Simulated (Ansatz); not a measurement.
Computed with Ansatz on PBE0-D4/def2-TZVP structures; ΔE is electronic, products minus reactants. CBS: MP2 limit from def2 TZ/QZ plus the TZ coupled-cluster correction, frozen cores. This one scheme is used for every species, atoms too. Functionals use def2-TZVPP. No spin–orbit coupling; open shells (•) take unrestricted orbitals. Spin–orbit coupling would lower the free atoms: a little for C, Si. One conformer a species, not always the lowest.

Reaction (atomization): `[SiH3]N(c1ccccc1)c1ccccc1` → 12 C• + 13 H• + N• + Si•

CCSD(T)/CBS gives +2995.3 kcal/mol.

(1) Another level gave +3008.7 kcal/mol. Which?
A. B2PLYP/def2-TZVPP
B. B97M-V/def2-TZVPP
C. r2SCANh-D4/def2-TZVPP
D. r2SCANh/def2-TZVPP

Largest T1 diagnostic among the species: 0.012.

## Answers

(1) C. r2SCANh-D4 3008.7, r2SCANh 3001.8, B2PLYP 2981.7, B97M-V 3020.4 kcal/mol.

The D4 term adds +36.6 kcal/mol with B3LYP and +19.9 kcal/mol with PBE0; it sums over pairs of atoms, weighted by their polarisabilities, and B3LYP, whose exchange is more repulsive, gets the larger term. From BLYP to BHLYP (50 % exact exchange), in def2-TZVPP and without D4, ΔE moves by −70.8 kcal/mol: exact exchange takes away binding that semilocal exchange gives to molecules.

B3LYP here is the variant with VWN-RPA as its local correlation; programs differ in this.

For atomizations the MP2-based limit and the directly extrapolated one differ by several kJ/mol either way, and by 10 to 25 for some Ge, Se and Sn compounds, so smaller differences from it don't rank the levels.
